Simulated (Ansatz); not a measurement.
H2OSi, SMILES `O=[SiH2]` (charge 0, multiplicity 1).

The numbers are results of frozen-core CCSDT(Q)/6-31g // PBE0-D3(BJ)/def2-TZVP (Ansatz, a program for electronic structure), not measurements.

Ansatz 0.2 input:
```yaml
crystal:
  periodic: [false, false, false]
  atoms:
    - { symbol: O, position_ang: [1.401988, -0.508558, -0.410483] }
    - { symbol: Si, position_ang: [0.033276, -0.012072, 0.011056] }
    - { symbol: H, position_ang: [-1.225536, -0.77564, -0.186654] }
    - { symbol: H, position_ang: [-0.209728, 1.29627, 0.671329] }
basis:
  gaussian: { orbitals: "6-31g" }
correlation:
  method: ccsdt_q
```

Output:

```
Functional definition: HF
515 factors; integrals over basis functions are off by at most 4.7e-8 eV
mean field evaluation 1: about -9922.4315 eV, gradient 4.4e1 eV
mean field evaluation 2: about -9922.4348 eV, gradient 4.4e1 eV
mean field evaluation 4: about -9926.9131 eV, gradient 1.7e0 eV
mean field evaluation 8: about -9926.9395 eV, gradient 2.7e-3 eV
mean field evaluation 16: about -9926.9037 eV, gradient 1.7e0 eV
mean field -9926.93949070 eV, -364.8082975621 hartree, gradient 1.3e-6 eV, S^2 0.000000; 0 other end points of the search recorded, 0 dependent functions left out; unrestricted orbitals would lower it
6 core orbitals not correlated
reference -9926.93949070 eV, -364.8082975621 hartree; 6, 6 occupied and 14, 14 virtual orbitals, 515 factors
second order -5.48966147 eV of doubles, -0.00000000 eV of singles
cycle   1  -5.16304953 eV  change    3.3e-1 eV  update   1.4e-1
cycle   2  -5.56401457 eV  change   -4.0e-1 eV  update   9.1e-2
cycle   3  -5.80842979 eV  change   -2.4e-1 eV  update   2.8e-2
cycle   4  -5.81261879 eV  change   -4.2e-3 eV  update   9.7e-3
cycle   5  -5.80734327 eV  change    5.3e-3 eV  update   4.7e-3
cycle   6  -5.80923054 eV  change   -1.9e-3 eV  update   2.4e-3
cycle   7  -5.80921390 eV  change    1.7e-5 eV  update   7.0e-4
cycle   8  -5.80888776 eV  change    3.3e-4 eV  update   3.5e-4
cycle   9  -5.80885141 eV  change    3.6e-5 eV  update   1.2e-4
cycle  10  -5.80890264 eV  change   -5.1e-5 eV  update   5.3e-5
cycle  11  -5.80886695 eV  change    3.6e-5 eV  update   2.3e-5
cycle  12  -5.80886919 eV  change   -2.2e-6 eV  update   7.3e-6
cycle  13  -5.80887116 eV  change   -2.0e-6 eV  update   3.3e-6
cycle  14  -5.80887009 eV  change    1.1e-6 eV  update   1.3e-6
perturbative correction -0.02877062 eV, -0.0010573009 hartree
Total energy: -9932.77713142 eV, -365.0228269014 hartree
```
